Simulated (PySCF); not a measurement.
CH6O2Si2, SMILES [SiH3]O[SiH2]C=O (GFN2-xTB optimised geometry):

```
11

O      0.862     1.671     0.003
C      1.706     0.809     0.002
Si     1.222    -1.049     0.000
O     -0.383    -1.049     0.000
Si    -1.715    -0.085     0.000
H      2.776     1.107     0.001
H      1.695    -1.671     1.232
H      1.695    -1.669    -1.233
H     -1.705     0.715    -1.218
H     -2.776    -1.093    -0.003
H     -1.708     0.710     1.221
```

Method: PBE/def2-TZVP in PySCF.

Task: What are the frontier orbital energies and the dipole moment?

Result: HOMO-2 -7.68 eV, HOMO-1 -7.32 eV, HOMO -5.70 eV, LUMO -2.87 eV, LUMO+1 -1.06 eV; dipole moment 1.70 D.

On the same geometry PBE0/def2-TZVP in PySCF gives HOMO-2 -9.14 eV, HOMO-1 -8.76 eV, HOMO -7.14 eV, LUMO -1.69 eV, LUMO+1 -0.20 eV; dipole moment 1.85 D.

Meta-Löwdin charges at PBE/def2-TZVP: O1 -0.33, C2 0.04, Si3 0.80, O4 -0.80, Si5 0.71, H6 0.07, H7 -0.09, H8 -0.09, H9 -0.10, H10 -0.11, H11 -0.10.
